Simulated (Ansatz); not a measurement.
One geometry of the cluster Li₇H₈⁻, several levels of theory.

```yaml
crystal:
  periodic: [false, false, false]
  atoms:
    - {symbol: Li, position_ang: [0.333451, -0.491024, 0.016642]}
    - {symbol: Li, position_ang: [1.544095, 0.956357, -1.713446]}
    - {symbol: Li, position_ang: [0.113766, 0.102888, -3.575089]}
    - {symbol: Li, position_ang: [-1.343507, -0.978586, -1.855212]}
    - {symbol: Li, position_ang: [1.347987, 0.972756, 1.855314]}
    - {symbol: Li, position_ang: [-0.249039, 0.096475, 3.568169]}
    - {symbol: Li, position_ang: [-1.513359, -1.001967, 1.714776]}
    - {symbol: H, position_ang: [-1.882856, -0.596994, 3.397964]}
    - {symbol: H, position_ang: [0.528222, -0.646638, -1.804252]}
    - {symbol: H, position_ang: [-1.547860, -1.024099, -0.076224]}
    - {symbol: H, position_ang: [0.982986, 1.385132, 3.537783]}
    - {symbol: H, position_ang: [1.355726, 1.372997, -3.423580]}
    - {symbol: H, position_ang: [0.348294, -0.645234, 1.848124]}
    - {symbol: H, position_ang: [1.521005, 1.063780, 0.074698]}
    - {symbol: H, position_ang: [-1.538911, -0.565833, -3.565668]}
basis:
  gaussian: {orbitals: def2-TZVPD, initial_orbitals: start.molden}
total_charge: -1
hamiltonian: {xc: pbe}
correlation: {method: rpa}
scf: {omitted_lower_state_checks: [starts]}
```

The file start.molden holds the orbitals of an earlier run on this structure, at another level or in another basis.

```sh
$ ansatz run in.yaml --threads 4 --pin off --events-out ev --progress --plain --max-ram 3916MiB
```

Shortened log:

```
Functional definition: PBE
1931 factors; integrals over basis functions are off by at most 7.3e-4 eV
mean field evaluation 1: about -1561.2613 eV, gradient 7.5e0 eV
mean field evaluation 2: about -1561.3300 eV, gradient 8.8e-2 eV
mean field evaluation 4: about -1561.3239 eV, gradient 9.5e-5 eV
mean field -1561.32389394 eV, -57.3775947989 hartree, gradient 3.4e-6 eV, S^2 0.000000; 0 other end points of the search recorded, 0 dependent functions left out
reference -1547.43478873 eV, -56.8671795968 hartree; 15, 15 occupied and 176, 176 virtual orbitals, 1931 factors
Total energy: -1573.49065170 eV, -57.8247148997 hartree
Checks for a lower state left out: starts
```

Run time 4.6 s (4 threads of Arm Neoverse V2 on a shared host), peak host memory 0.56 GiB.

First input, but with `hamiltonian: {xc: pbe0, dispersion: d4}`, `output: {orbitals: {seedname: orbitals}}` and without the key `correlation` (abridged; 2.3 s):

```
Functional definition: PBE0
mean field -1562.51711258 eV, -57.4214447751 hartree, gradient 2.5e-5 eV, S^2 0.000000
Total energy: -1562.83150848 eV, -57.4329986113 hartree
Checks for a lower state left out: starts
```

First input, but with `hamiltonian: {xc: {text: "exchange = 0.50*pbe_x + 0.50*exact_x\ncorrelation = pbe_c"}}`, `output: {orbitals: {seedname: orbitals}}` and without the key `correlation` (abridged; 2.1 s):

```
Functional definition: unnamed
mean field -1563.84361252 eV, -57.4701927489 hartree, gradient 8.4e-6 eV, S^2 0.000000
Total energy: -1563.84365929 eV, -57.4701944676 hartree
Checks for a lower state left out: starts
```

First input, but with `hamiltonian: {xc: {text: "exchange = 0.95*pbe_x + 0.05*exact_x\ncorrelation = pbe_c"}}`, `output: {orbitals: {seedname: orbitals}}` and without the key `correlation` (abridged; 2.4 s):

```
Functional definition: unnamed
mean field -1561.55121437 eV, -57.3859486708 hartree, gradient 1.8e-5 eV, S^2 0.000000
Total energy: -1561.55129296 eV, -57.3859515588 hartree
Checks for a lower state left out: starts
```

The first input with `gaussian: {orbitals: 6-31G}`, `hamiltonian: {xc: {name: B3LYP}, dispersion: d4}`, `output: {orbitals: {seedname: orbitals}}` and without the key `correlation` (abridged; 1.1 s):

```
Functional definition: B3LYP
mean field -1568.02221288 eV, -57.6237534799 hartree, gradient 6.7e-5 eV, S^2 0.000000
Total energy: -1568.57076655 eV, -57.6439124554 hartree
Checks for a lower state left out: starts
```

As the first input, with `hamiltonian: {xc: hse06, dispersion: d4}`, `output: {orbitals: {seedname: orbitals}}` and without the key `correlation` (abridged; 2.5 s):

```
Functional definition: HSE06
mean field -1562.23601352 eV, -57.4111145753 hartree, gradient 9.6e-6 eV, S^2 0.000000
Total energy: -1562.52972886 eV, -57.4219084149 hartree
Checks for a lower state left out: starts
```

The first input with `gaussian: {orbitals: def2-SVPD, initial_orbitals: start.molden}`, `hamiltonian: {xc: pbe, dispersion: d4}`, `output: {orbitals: {seedname: orbitals}}` and without the key `correlation` (abridged; 2 s):

```
Functional definition: PBE
mean field -1560.12364644 eV, -57.3334865170 hartree, gradient 1.6e-5 eV, S^2 0.000000
Total energy: -1560.48415818 eV, -57.3467350789 hartree
Checks for a lower state left out: starts
```

Geometry: PBE0-D4/def2-TZVPD.

B3LYP takes the VWN-RPA correlation. HSE06 is defined as in plane-wave codes, on full-range PBE exchange. Correlated methods freeze no core orbitals; core or outer-core shells of Li are correlated, in sets that lack core-valence functions. The structure comes from a short search, and lower isomers may exist.
